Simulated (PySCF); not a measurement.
# Spinor energies of Rh (rhodium, neutral)

Start: [Kr] 4d8 5p1; 4d3/2 filled at m_j = -1/2, +1/2, +3/2; 4d5/2 filled at m_j = -3/2, -1/2, +1/2, +3/2, +5/2; 5p3/2 filled at m_j = +3/2. Calculated with PySCF 2.14 in x2c-TZVPall-2c with one added diffuse shell each of s, p, d type (9s10p8d1f, 86 functions): generalised Hartree-Fock with the X2C-1e Hamiltonian and a Gaussian nucleus; one run each with spin-orbit coupling (SO) switched off, then screened by Boettger's factors. This is a chosen level, not necessarily the ground level.

```json
{"spinor shell": "1s1/2", "electrons": "2", "ε, spin-free (eV)": "-23344.2", "ε, screened SO (eV)": "-23342.6", "weight of nominal j (screened SO)": "1.000", "rms radius, screened SO (bohr)": "0.0374"}
{"spinor shell": "2s1/2", "electrons": "2", "ε, spin-free (eV)": "-3467.7", "ε, screened SO (eV)": "-3467.3", "weight of nominal j (screened SO)": "1.000", "rms radius, screened SO (bohr)": "0.154"}
{"spinor shell": "2p1/2", "electrons": "2", "ε, spin-free (eV)": "-3101.2", "ε, screened SO (eV)": "-3201.2", "weight of nominal j (screened SO)": "1.000", "rms radius, screened SO (bohr)": "0.134"}
{"spinor shell": "2p3/2", "electrons": "4", "ε, spin-free (eV)": "-3101.2", "ε, screened SO (eV)": "-3054.7", "weight of nominal j (screened SO)": "1.000", "rms radius, screened SO (bohr)": "0.138"}
{"spinor shell": "3s1/2", "electrons": "2", "ε, spin-free (eV)": "-656.33", "ε, screened SO (eV)": "-656.20", "weight of nominal j (screened SO)": "1.000", "rms radius, screened SO (bohr)": "0.415"}
{"spinor shell": "3p1/2", "electrons": "2", "ε, spin-free (eV)": "-532.70", "ε, screened SO (eV)": "-550.58", "weight of nominal j (screened SO)": "1.000", "rms radius, screened SO (bohr)": "0.411"}
{"spinor shell": "3p3/2", "electrons": "4", "ε, spin-free (eV)": "-532.70", "ε, screened SO (eV)": "-524.35", "weight of nominal j (screened SO)": "1.000", "rms radius, screened SO (bohr)": "0.422"}
{"spinor shell": "3d3/2", "electrons": "4", "ε, spin-free (eV)": "-335.32", "ε, screened SO (eV)": "-338.51", "weight of nominal j (screened SO)": "0.997", "rms radius, screened SO (bohr)": "0.401"}
{"spinor shell": "3d5/2", "electrons": "6", "ε, spin-free (eV)": "-335.32", "ε, screened SO (eV)": "-333.07", "weight of nominal j (screened SO)": "0.998", "rms radius, screened SO (bohr)": "0.405"}
{"spinor shell": "4s1/2", "electrons": "2", "ε, spin-free (eV)": "-103.01", "ε, screened SO (eV)": "-102.99", "weight of nominal j (screened SO)": "1.000", "rms radius, screened SO (bohr)": "1.05"}
{"spinor shell": "4p1/2", "electrons": "2", "ε, spin-free (eV)": "-65.738", "ε, screened SO (eV)": "-69.800", "weight of nominal j (screened SO)": "0.944", "rms radius, screened SO (bohr)": "1.15"}
{"spinor shell": "4p3/2", "electrons": "4", "ε, spin-free (eV)": "-65.738", "ε, screened SO (eV)": "-63.814", "weight of nominal j (screened SO)": "0.972", "rms radius, screened SO (bohr)": "1.18"}
{"spinor shell": "4d5/2", "electrons": "5", "ε, spin-free (eV)": "-13.763", "ε, screened SO (eV)": "-13.726", "weight of nominal j (screened SO)": "0.621", "rms radius, screened SO (bohr)": "1.70"}
{"spinor shell": "4d3/2", "electrons": "3", "ε, spin-free (eV)": "-13.763", "ε, screened SO (eV)": "-13.949", "weight of nominal j (screened SO)": "0.652", "rms radius, screened SO (bohr)": "1.68"}
{"spinor shell": "5p3/2", "electrons": "1", "ε, spin-free (eV)": "-3.374", "ε, screened SO (eV)": "-3.348", "weight of nominal j (screened SO)": "1.000", "rms radius, screened SO (bohr)": "5.80"}
```

| quantity | spin-free | screened SO |
| --- | --- | --- |
| E (hartree) | -4780.70777 | -4781.45741 |
| M_J | 11/2 | 11/2 |
| ⟨J²⟩ | 35.802 | 35.799 |
| ⟨L²⟩ | 20.036 | 20.093 |
| ⟨S²⟩ | 3.766 | 3.764 |

Each row is a mean over spinors that exchange with the open shell spreads, by up to 7.104 eV (4p3/2).

Rows whose weight is well below 1 are mixtures of j = l ± 1/2: exchange outweighs spin-orbit coupling there, and the label is only the starting occupation.

Breit and QED terms are absent; they matter most for the inner s and p1/2 levels.

Densities and radii are taken from the X2C orbitals without a picture-change correction, which distorts them close to the nucleus.

Without spin-orbit coupling the j labels of p, d and f shells carry no meaning; the spin-free column gives the mean over the occupied spinors of each nl shell.
